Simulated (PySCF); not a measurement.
H3Cl3OSi2, singlet, geometry from GFN2-xTB; CASSCF(2,2)/STO-3G in PySCF.

The PySCF input:
```python
from pyscf import gto, scf, mcscf
import numpy

mol = gto.Mole()
mol.atom = '''
    Si   -2.716933    0.299223   -0.613722
    O    -1.113993    0.328040   -0.271879
    Si    0.405388   -0.019343    0.089078
    Cl    1.130772   -1.235150   -1.329550
    Cl    1.400533    1.716629    0.131950
    Cl    0.440665   -0.918805    1.879776
    H    -3.360064   -0.290290    0.556186
    H    -2.850932   -0.523676   -1.811515
    H    -3.038933    1.705864   -0.821616
'''
mol.basis = 'sto-3g'
mol.charge = 0
mol.spin = 0
mol.verbose = 4
mol.build()

mf = scf.RHF(mol)
mf.kernel()
mc = mcscf.CASSCF(mf, 2, 2)
mc.fix_spin_(ss=0.0)
mc.conv_tol = 1e-5
mc.kernel()
occ = numpy.linalg.eigvalsh(mc.fcisolver.make_rdm1(mc.ci, mc.ncas, mc.nelecas))[::-1]
ss = mc.fcisolver.spin_square(mc.ci, mc.ncas, mc.nelecas)[0]
print('natural occupations', occ.round(4), ' <S^2>', round(ss, 4))
```

Q: What does PySCF print? Leave out banner, timings and long lists.

A: 
```
PySCF version 2.14.0

[INPUT] verbose = 4
[INPUT] num. atoms = 9
[INPUT] num. electrons = 90
[INPUT] charge = 0
[INPUT] spin (= nelec alpha-beta = 2S) = 0
[INPUT] symmetry False subgroup None
[INPUT] Mole.unit = angstrom
[INPUT] Symbol           X                Y                Z      unit          X                Y                Z       unit  Magmom
[INPUT]  1 Si    -2.716933000000   0.299223000000  -0.613722000000 AA   -5.134259268793   0.565449520171  -1.159766496620 Bohr   0.0
[INPUT]  2 O     -1.113993000000   0.328040000000  -0.271879000000 AA   -2.105141674683   0.619905757902  -0.513776849021 Bohr   0.0
[INPUT]  3 Si     0.405388000000  -0.019343000000   0.089078000000 AA    0.766072294185  -0.036552972427   0.168333023724 Bohr   0.0
[INPUT]  4 Cl     1.130772000000  -1.235150000000  -1.329550000000 AA    2.136849389327  -2.334095222757  -2.512485368915 Bohr   0.0
[INPUT]  5 Cl     1.400533000000   1.716629000000   0.131950000000 AA    2.646623798415   3.243958667486   0.249349362136 Bohr   0.0
[INPUT]  6 Cl     0.440665000000  -0.918805000000   1.879776000000 AA    0.832736162681  -1.736289811881   3.552261815530 Bohr   0.0
[INPUT]  7 H     -3.360064000000  -0.290290000000   0.556186000000 AA   -6.349600721011  -0.548568596700   1.051039214317 Bohr   0.0
[INPUT]  8 H     -2.850932000000  -0.523676000000  -1.811515000000 AA   -5.387480679759  -0.989604218008  -3.423267220541 Bohr   0.0
[INPUT]  9 H     -3.038933000000   1.705864000000  -0.821616000000 AA   -5.742751080903   3.223615765755  -1.552629219561 Bohr   0.0

nuclear repulsion = 639.11812457756
number of shells = 31
number of NR pGTOs = 159
number of NR cGTOs = 53
basis = sto-3g
ecp = {}

******** <class 'pyscf.scf.hf.RHF'> ********
method = RHF
initial guess = minao
damping factor = 0
level_shift factor = 0
DIIS = <class 'pyscf.scf.diis.CDIIS'>
diis_start_cycle = 1
diis_space = 8
diis_damp = 0
SCF conv_tol = 1e-09
SCF conv_tol_grad = None
SCF max_cycles = 50
direct_scf = True
direct_scf_tol = 1e-13
Set gradient conv threshold to 3.16228e-05
Initial guess from minao.
init E= -2010.34880619375
  HOMO = -0.434186805473897  LUMO = 0.0352464852659159  gap/eV = 12.77393
cycle= 1 E= -2010.61776678686  delta_E= -0.269  |g|= 0.56  |ddm|= 3.65
  HOMO = -0.286816629287882  LUMO = 0.190440660520345  gap/eV = 12.98683
cycle= 2 E= -2010.73261371753  delta_E= -0.115  |g|= 0.189  |ddm|= 1.23
  HOMO = -0.381045283219663  LUMO = 0.241470748966612  gap/eV = 16.93952
cycle= 3 E= -2010.74414655774  delta_E= -0.0115  |g|= 0.0298  |ddm|= 0.319
  HOMO = -0.36604047939121  LUMO = 0.248713111706586  gap/eV = 16.72830
cycle= 4 E= -2010.74458612248  delta_E= -0.00044  |g|= 0.00695  |ddm|= 0.0619
  HOMO = -0.369420785639007  LUMO = 0.24680864190059  gap/eV = 16.76846
cycle= 5 E= -2010.74462210186  delta_E= -3.6e-05  |g|= 0.00119  |ddm|= 0.0226
  HOMO = -0.369303770352354  LUMO = 0.246778619561703  gap/eV = 16.76446
cycle= 6 E= -2010.74462305898  delta_E= -9.57e-07  |g|= 0.000195  |ddm|= 0.00355
  HOMO = -0.369315509336113  LUMO = 0.246764855867433  gap/eV = 16.76440
cycle= 7 E= -2010.74462308322  delta_E= -2.42e-08  |g|= 3.14e-05  |ddm|= 0.000535
  HOMO = -0.369318071998767  LUMO = 0.246766960164324  gap/eV = 16.76453
cycle= 8 E= -2010.74462308396  delta_E= -7.38e-10  |g|= 6.44e-06  |ddm|= 9.75e-05
  HOMO = -0.369318475085679  LUMO = 0.246766649918532  gap/eV = 16.76453
Extra cycle  E= -2010.74462308399  delta_E= -3.55e-11  |g|= 2.46e-06  |ddm|= 1.54e-05
converged SCF energy = -2010.74462308399

******** <class 'pyscf.mcscf.mc1step.CASSCF'> ********
CAS (1e+1e, 2o), ncore = 44, nvir = 7
max_cycle_macro = 50
max_cycle_micro = 4
conv_tol = 1e-05
conv_tol_grad = None
orbital rotation max_stepsize = 0.02
orbital rotation threshold for CI restart = 0.01
augmented hessian ah_max_cycle = 30
augmented hessian ah_conv_tol = 1e-12
augmented hessian ah_linear dependence = 1e-14
augmented hessian ah_level shift = 1e-08
augmented hessian ah_start_tol = 2.5
augmented hessian ah_start_cycle = 3
augmented hessian ah_grad_trust_region = 3
kf_trust_region = 3
kf_interval = 4
ci_response_space = 4
ci_grad_trust_region = 3
with_dep4 0
natorb = False
canonicalization = True
sorting_mo_energy = False
ao2mo_level = 2
internal_rotation = False
******** <class 'pyscf.fci.addons.SpinPenaltyFCISolver'> ********
max. cycles = 50
conv_tol = 1e-08
davidson only = True
linear dependence = 1e-12
level shift = 0.001
max iter space = 12
nroots = 1
pspace_size = 400
spin = None
CASCI E = -2010.74468770430  S^2 = 0.0000000
Set conv_tol_grad to 0.00316228
macro iter   1 (  6 JK    1 micro), CASSCF E = -2010.74474145362  dE = -5.37493127e-05  S^2 = 0.0000000
               |grad[o]|=0.000383  |grad[c]|=0.00371  |ddm|=0.00376  |maxRot[o]|=0.0545
macro iter   2 (  6 JK    1 micro), CASSCF E = -2010.74487185441  dE = -1.30400797e-04  S^2 = 0.0000000
               |grad[o]|=0.000589  |grad[c]|=0.00748  |ddm|=0.00139  |maxRot[o]|=0.0797
macro iter   3 (  6 JK    1 micro), CASSCF E = -2010.74507503268  dE = -2.03178269e-04  S^2 = 0.0000000
               |grad[o]|=0.000987  |grad[c]|=0.00648  |ddm|=0.00244  |maxRot[o]|=0.0797
macro iter   4 (  6 JK    1 micro), CASSCF E = -2010.74534363664  dE = -2.68603961e-04  S^2 = 0.0000000
               |grad[o]|=0.00147  |grad[c]|=0.00599  |ddm|=0.00122  |maxRot[o]|=0.0798
macro iter   5 ( 21 JK    4 micro), CASSCF E = -2010.74599808552  dE = -6.54448879e-04  S^2 = 0.0000000
               |grad[o]|=0.00194  |grad[c]|=0.00976  |ddm|=0.00116  |maxRot[o]|=0.132
macro iter   6 ( 12 JK    3 micro), CASSCF E = -2010.74669298397  dE = -6.94898450e-04  S^2 = 0.0000000
               |grad[o]|=0.00229  |grad[c]|=0.00248  |ddm|=0.0184  |maxRot[o]|=0.103
macro iter   7 ( 21 JK    4 micro), CASSCF E = -2010.74876822469  dE = -2.07524072e-03  S^2 = 0.0000000
               |grad[o]|=0.00311  |grad[c]|=0.0127  |ddm|=0.0304  |maxRot[o]|=0.215
macro iter   8 ( 21 JK    4 micro), CASSCF E = -2010.75119469202  dE = -2.42646733e-03  S^2 = 0.0000000
               |grad[o]|=0.00494  |grad[c]|=0.0334  |ddm|=0.014  |maxRot[o]|=0.184
macro iter   9 ( 21 JK    4 micro), CASSCF E = -2010.75178761830  dE = -5.92926279e-04  S^2 = 0.0000000
               |grad[o]|=0.00446  |grad[c]|=0.0148  |ddm|=0.00606  |maxRot[o]|= 0.13
macro iter  10 (  7 JK    2 micro), CASSCF E = -2010.75227272009  dE = -4.85101791e-04  S^2 = 0.0000000
               |grad[o]|=0.00286  |grad[c]|=0.00535  |ddm|=0.00391  |maxRot[o]|=0.0698
macro iter  11 (  4 JK    1 micro), CASSCF E = -2010.75234115433  dE = -6.84342447e-05  S^2 = 0.0000000
               |grad[o]|=0.0011  |grad[c]|=0.00212  |ddm|=0.00117  |maxRot[o]|= 0.04
macro iter  12 (  1 JK    1 micro), CASSCF E = -2010.75234115433  dE =  0.00000000e+00  S^2 = 0.0000000
               |grad[o]|=0.00013  |grad[c]|=2.73e-14  |ddm|=    0  |maxRot[o]|=    0
1-step CASSCF converged in  12 macro (132 JK  27 micro) steps
CASSCF canonicalization
Density matrix diagonal elements [1.98669253 0.01330747]
CASSCF energy = -2010.75234115433
CASCI E = -2010.75234115433  E(CI) = -1.63256177038170  S^2 = 0.0000000
natural occupations [1.9868 0.0132]  <S^2> 0.0
```
